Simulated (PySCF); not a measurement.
Compound: C₅H₈O₃.
InChI=1S/C5H8O3/c6-1-4-3-8-5(4)2-7/h1,4-5,7H,2-3H2/t4-,5-/m1/s1

Theory: PySCF 2.14.0, density-fitted response routines, TDDFT B3LYP/def2-SVPD, vertical, gas phase, core orbitals frozen in the response. Geometry: GFN2-xTB, one conformer, isolated molecule. Torsions of this conformer, `[O:1]=[CH:2][C@@H:3]1[CH2:4][O:5][C@@H:6]1[CH2:7][OH:8]`: O1–C2–C3–C4 177°, O5–C6–C7–O8 -52°, H–O8–C7–C6 55°.

Computed states:

```tsv
state	E (eV)	f
S1	4.28	0.0003
S2	5.65	0.0074
S3	6.38	0.061
S4	6.56	0.014
S5	6.84	0.0012
S6	6.97	0.0093
S7	7.12	0.0060
S8	7.22	0.014
```

Each state is given a Gaussian of 0.4 eV full width at half maximum, with ε(max) = 2.175×10⁸ f / Δν̃ (Δν̃ the width in cm⁻¹). The cross-section is σ = 3.8235×10⁻²¹ ε cm², given in Mb (10⁻¹⁸ cm²). The width is an assumption, not a result. The curve ends short of the highest state used, and states not computed would add to its high-energy end.

**Question.** Give the broadened spectrum and its maxima.

**Answer.** 
| E (eV) | σ (Mb) |
| --- | --- |
| 3.68 | 0.00 |
| 3.78 | 0.00 |
| 3.88 | 0.01 |
| 3.98 | 0.02 |
| 4.08 | 0.04 |
| 4.18 | 0.07 |
| 4.28 | 0.08 |
| 4.39 | 0.06 |
| 4.49 | 0.03 |
| 4.59 | 0.01 |
| 4.69 | 0.00 |
| 4.79 | 0.00 |
| 4.89 | 0.00 |
| 4.99 | 0.00 |
| 5.09 | 0.01 |
| 5.20 | 0.06 |
| 5.30 | 0.24 |
| 5.40 | 0.67 |
| 5.50 | 1.32 |
| 5.60 | 1.85 |
| 5.70 | 1.83 |
| 5.80 | 1.32 |
| 5.91 | 0.93 |
| 6.01 | 1.72 |
| 6.11 | 4.70 |
| 6.21 | 10.09 |
| 6.31 | 15.72 |
| 6.41 | 17.85 |
| 6.51 | 15.11 |
| 6.62 | 9.49 |

Maxima: 290 nm (4.28 eV), ε about 20, made up of S1 (100%); 220 nm (5.65 eV), ε about 500, made up of S2 (100%); 194 nm (6.40 eV), ε about 4700, made up of S3 (87%) and S4 (12%) (ε in L mol⁻¹ cm⁻¹; maxima over ε = 5, shares over 10%).

**Question.** Coming from long wavelengths, where does ε first pass 100 L mol⁻¹ cm⁻¹?

**Answer.** At about 232 nm (5.34 eV), 1.07 eV above S1.

**Question.** What would ε be at 6.40 eV, the highest of these maxima, with half the width (0.2 eV)?

**Answer.** About 8260 L mol⁻¹ cm⁻¹ against 4670, a factor of about 1.8; a lone state at its own centre would give exactly 2.

**Question.** On this curve, what absorbance would a 10⁻⁴ mol/L sample give at 222 nm over a 1 cm path?

**Answer.** 222 nm is 5.585 eV, where ε is about 470 L mol⁻¹ cm⁻¹, so A = ε c l ≈ 0.047 (Beer–Lambert, with the gas-phase spectrum and the assumed width).
